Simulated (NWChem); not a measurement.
System: CBF$_{5}$; SMILES FB(F)C(F)(F)F

Excerpt of the output:

```
             Northwest Computational Chemistry Package (NWChem) 7.3.0
             --------------------------------------------------------

                             Geometry "geometry" -> ""
                             -------------------------

 Output coordinates in angstroms (scale by  1.889725989 to convert to a.u.)

  No.       Tag          Charge          X              Y              Z
 ---- ---------------- ---------- -------------- -------------- --------------
    1 B                    5.0000     0.00706900    -0.97349600     0.00344600
    2 C                    6.0000     0.00915500     0.63839000     0.00368000
    3 F                    9.0000    -0.51263300     1.09960100    -1.14103100
    4 F                    9.0000     1.23566100     1.14427500     0.12578700
    5 F                    9.0000    -0.73279900     1.11330200     1.01064800
    6 F                    9.0000     1.12973300    -1.64015600    -0.00049700
    7 F                    9.0000    -1.13232700    -1.61293300    -0.00013500

 Effective nuclear repulsion energy (a.u.)     321.8025201970

  xc_inp: hfexch multiplicative factor not found.

                                 NWChem DFT Module
                                 -----------------

 Summary of "ao basis" -> "ao basis" (spherical)
 ------------------------------------------------------------------------------
       Tag                 Description            Shells   Functions and Types
 ---------------- ------------------------------  ------  ---------------------
 B                           6-31g*                  6       14   3s2p1d
 C                           6-31g*                  6       14   3s2p1d
 F                           6-31g*                  6       14   3s2p1d

            General Information
            -------------------
          SCF calculation type: DFT
          Wavefunction type:  closed shell.
          No. of atoms     :     7
          No. of electrons :    56
           Alpha electrons :    28
            Beta electrons :    28
          Charge           :     0
          Spin multiplicity:     1
          Use of symmetry is: off; symmetry adaption is: off
          Maximum number of iterations: 150
          AO basis - number of functions:    98
                     number of shells:    42
          Convergence on energy requested:  1.00D-06
          Convergence on density requested:  1.00D-05
          Convergence on gradient requested:  5.00D-04

              XC Information
              --------------
                     Hartree-Fock (Exact) Exchange  1.000

      Superposition of Atomic Density Guess
      -------------------------------------

 Sum of atomic energies:        -559.04800276

      Non-variational initial energy
      ------------------------------

 Total energy =    -560.948204
 1-e energy   =   -1420.577667
 2-e energy   =     537.826942
 HOMO         =      -0.381173
 LUMO         =       0.079935

     ---------------------------------------------
      Total Density - Mulliken Population Analysis
     ---------------------------------------------

    Atom       Charge   Shell Charges
 -----------   ------   -------------------------------------------------------
    1 B    5     3.99   2.00  0.53  0.89  0.29  0.15  0.13
    2 C    6     4.60   2.00  0.62  1.23  0.35  0.29  0.12
    3 F    9     9.50   2.00  0.94  3.42  1.01  2.12  0.01
    4 F    9     9.50   2.00  0.94  3.42  1.01  2.12  0.01
    5 F    9     9.50   2.00  0.94  3.42  1.01  2.12  0.01
    6 F    9     9.45   2.00  0.95  3.46  0.97  2.08  0.01
    7 F    9     9.46   2.00  0.95  3.46  0.97  2.08  0.01

   convergence    iter        energy       DeltaE   RMS-Dens  Diis-err
 ---------------- ----- ----------------- --------- --------- ---------
 d= 0,ls=0.0,diis     1   -559.6901126704 -8.81D+02  9.11D-03  1.70D+00
 d= 0,ls=0.0,diis     2   -559.8219965648 -1.32D-01  3.06D-03  5.92D-01
 d= 0,ls=0.0,diis     3   -559.8707983545 -4.88D-02  8.11D-04  8.30D-03
 d= 0,ls=0.0,diis     4   -559.8720881674 -1.29D-03  2.87D-04  5.54D-04
 d= 0,ls=0.0,diis     5   -559.8722063423 -1.18D-04  6.39D-05  2.14D-05
  Resetting Diis
 d= 0,ls=0.0,diis     6   -559.8722118484 -5.51D-06  1.37D-05  1.22D-06
 d= 0,ls=0.0,diis     7   -559.8722121403 -2.92D-07  3.05D-06  7.59D-08

         Total DFT energy =     -559.872212140333
      One electron energy =    -1420.685120175718
           Coulomb energy =      598.692058666541
    Exchange-Corr. energy =      -59.681670828144
 Nuclear repulsion energy =      321.802520196988

 Numeric. integr. density =        0.000000000000

                       DFT Final Molecular Orbital Analysis
                       ------------------------------------

 Vector   26  Occ=2.000000D+00  E=-6.643036D-01
              MO Center=  2.4D-01,  7.0D-01,  4.9D-02, r^2= 2.8D+00
   Bfn.  Coefficient  Atom+Function         Bfn.  Coefficient  Atom+Function
  ----- ------------  ---------------      ----- ------------  ---------------
    45      0.339517  4 F  px                31      0.282866  3 F  px
    46     -0.277738  4 F  py                59      0.276791  5 F  px
    49      0.245515  4 F  px                35      0.199990  3 F  px
    63      0.196402  5 F  px                50     -0.193088  4 F  py
    60      0.170292  5 F  py                74     -0.145445  6 F  py

 Vector   27  Occ=2.000000D+00  E=-6.517013D-01
              MO Center=  3.3D-02,  1.1D+00,  1.8D-02, r^2= 2.0D+00
   Bfn.  Coefficient  Atom+Function         Bfn.  Coefficient  Atom+Function
  ----- ------------  ---------------      ----- ------------  ---------------
    47      0.408698  4 F  pz                31      0.358330  3 F  px
    59     -0.330594  5 F  px                51      0.292734  4 F  pz
    35      0.257212  3 F  px                63     -0.237211  5 F  px
    61     -0.220099  5 F  pz                65     -0.157604  5 F  pz
    33     -0.150433  3 F  pz                37     -0.107751  3 F  pz

 Vector   28  Occ=2.000000D+00  E=-5.522686D-01
              MO Center= -6.7D-03,  2.1D-01, -1.3D-03, r^2= 2.2D+00
   Bfn.  Coefficient  Atom+Function         Bfn.  Coefficient  Atom+Function
  ----- ------------  ---------------      ----- ------------  ---------------
    18      0.344221  2 C  py                20     -0.336946  2 C  s
     4     -0.290323  1 B  py                32     -0.264739  3 F  py
    60     -0.262314  5 F  py                46     -0.254309  4 F  py
    36     -0.206167  3 F  py                64     -0.205564  5 F  py
    50     -0.203234  4 F  py                88      0.187905  7 F  py

 Vector   29  Occ=0.000000D+00  E= 1.238726D-01
              MO Center=  1.7D-02, -7.5D-01,  1.8D-02, r^2= 2.1D+00
   Bfn.  Coefficient  Atom+Function         Bfn.  Coefficient  Atom+Function
  ----- ------------  ---------------      ----- ------------  ---------------
     9      0.615957  1 B  pz                 5      0.450923  1 B  pz
    23      0.257355  2 C  pz                79     -0.243033  6 F  pz
    93     -0.241318  7 F  pz                75     -0.204302  6 F  pz
    89     -0.199103  7 F  pz                34      0.194195  3 F  s
    62     -0.171208  5 F  s                 19      0.123620  2 C  pz

 Vector   30  Occ=0.000000D+00  E= 2.654859D-01
              MO Center=  1.3D-01, -1.1D+00, -1.3D-02, r^2= 2.8D+00
   Bfn.  Coefficient  Atom+Function         Bfn.  Coefficient  Atom+Function
  ----- ------------  ---------------      ----- ------------  ---------------
     6      2.481586  1 B  s                 20     -0.816698  2 C  s
    76     -0.738204  6 F  s                 22      0.717369  2 C  py
    90     -0.606590  7 F  s                 77      0.277084  6 F  px
    91     -0.260460  7 F  px                 2     -0.228673  1 B  s
    18      0.227496  2 C  py                78     -0.153058  6 F  py

 Vector   31  Occ=0.000000D+00  E= 2.905361D-01
              MO Center= -1.4D-01, -1.6D-01, -5.8D-03, r^2= 2.7D+00
   Bfn.  Coefficient  Atom+Function         Bfn.  Coefficient  Atom+Function
  ----- ------------  ---------------      ----- ------------  ---------------
     7      0.897741  1 B  px                90      0.595428  7 F  s
    21      0.544063  2 C  px                48     -0.397729  4 F  s
    76     -0.359229  6 F  s                  6     -0.337848  1 B  s
    17      0.329633  2 C  px                62      0.244494  5 F  s
    50      0.207703  4 F  py                92      0.190570  7 F  py

     ---------------------------------------------
      Total Density - Mulliken Population Analysis
     ---------------------------------------------

    Atom       Charge   Shell Charges
 -----------   ------   -------------------------------------------------------
    1 B    5     4.10   2.00  0.53  1.21  0.06  0.13  0.18
    2 C    6     4.95   2.00  0.67  1.70  0.21  0.22  0.16
    3 F    9     9.42   2.00  0.93  3.29  1.06  2.12  0.02
    4 F    9     9.41   2.00  0.93  3.30  1.06  2.11  0.02
    5 F    9     9.42   2.00  0.93  3.29  1.06  2.12  0.02
    6 F    9     9.35   2.00  0.93  3.31  1.00  2.09  0.02
    7 F    9     9.35   2.00  0.93  3.31  1.00  2.09  0.02

     -------------------------------------------
      Total Density - Lowdin Population Analysis
     -------------------------------------------

    Atom       Charge   Shell Charges
 -----------   ------   -------------------------------------------------------
    1 B    5     4.88   1.97  0.42  1.14  0.29  0.61  0.44
    2 C    6     5.66   1.98  0.49  1.54  0.37  0.90  0.37
    3 F    9     9.14   1.99  0.93  3.19  0.81  2.19  0.03
    4 F    9     9.13   1.99  0.93  3.19  0.81  2.18  0.03
    5 F    9     9.14   1.99  0.93  3.19  0.81  2.19  0.03
    6 F    9     9.02   1.99  0.90  3.18  0.77  2.16  0.02
    7 F    9     9.03   1.99  0.90  3.18  0.77  2.16  0.02

     Multipole analysis of the density
     ---------------------------------

     L   x y z        total         alpha         beta         nuclear
     -   - - -        -----         -----         ----         -------
     0   0 0 0     -0.000000    -28.000000    -28.000000     56.000000

     1   1 0 0      0.030549      0.035126      0.035126     -0.039703
     1   0 1 0     -0.342468     -0.076427     -0.076427     -0.189613
     1   0 0 1      0.012595      0.013612      0.013612     -0.014630

     2   2 0 0    -28.136721    -92.572332    -92.572332    157.007942
     2   1 1 0     -0.010745     -0.132646     -0.132646      0.254547
     2   1 0 1     -0.000227      0.009757      0.009757     -0.019741
     2   0 2 0    -28.092805   -172.298233   -172.298233    316.503662
     2   0 1 1     -0.018448     -0.252648     -0.252648      0.486848
     2   0 0 2    -25.113444    -50.147163    -50.147163     75.180883

                     NWChem Electrostatic Potential Fit Module
                     -----------------------------------------

 Atom parameters

 Number of atoms is                                    7
 Number of basis functions is                         98

 Grid parameters

 Maximum number of grid points is                  32957
 Number of grid points is                          32956
 Grid range                                     0.300000 nm
 Grid spacing                                   0.020000 nm
 Probe radius                                   0.070000 nm
 Atom radius factor                             1.000000

 Atomic radii

    5    0.158000
    6    0.147000
    9    0.128000
 FASTESP  F
  using M.O. file = ./job.movecs

    Atom              Coordinates                           Charge

                                                  ESP

    1 B     0.000707   -0.097350    0.000345    0.744636
    2 C     0.000916    0.063839    0.000368    0.579044
    3 F    -0.051263    0.109960   -0.114103   -0.238657
    4 F     0.123566    0.114428    0.012579   -0.243356
    5 F    -0.073280    0.111330    0.101065   -0.239023
    6 F     0.112973   -0.164016   -0.000050   -0.298798
    7 F    -0.113233   -0.161293   -0.000014   -0.303846
                                            ------------
                                                0.000000

 Dipole moment                                  0.345214

 Quadrupole moment Qxx                         -1.712946
                   Qyy                         -4.875283
                   Qzz                          6.588229

 RMS deviation kJ/mol                           0.053279

 RRMS %                                        23.648105
```

Level: Hartree-Fock/6-31G* (spherical d). Structure relaxed at the PBE0/def2-SVP level.

Task: Write an input that gives this output.

Result: This is not unique; one that fits is the input that was run:
```
start job
memory heap 200 mb stack 900 mb global 1100 mb
geometry units angstroms noautosym nocenter noautoz
  B      0.007069    -0.973496     0.003446
  C      0.009155     0.638390     0.003680
  F     -0.512633     1.099601    -1.141031
  F      1.235661     1.144275     0.125787
  F     -0.732799     1.113302     1.010648
  F      1.129733    -1.640156    -0.000497
  F     -1.132327    -1.612933    -0.000135
end
basis spherical
  * library 6-31g*
end
dft
  xc hfexch
  iterations 150
  mulliken
end
task dft energy
esp
  recalculate
  probe 0.07
  range 0.3
  factor 1.0
  spacing 0.02
end
task esp
```
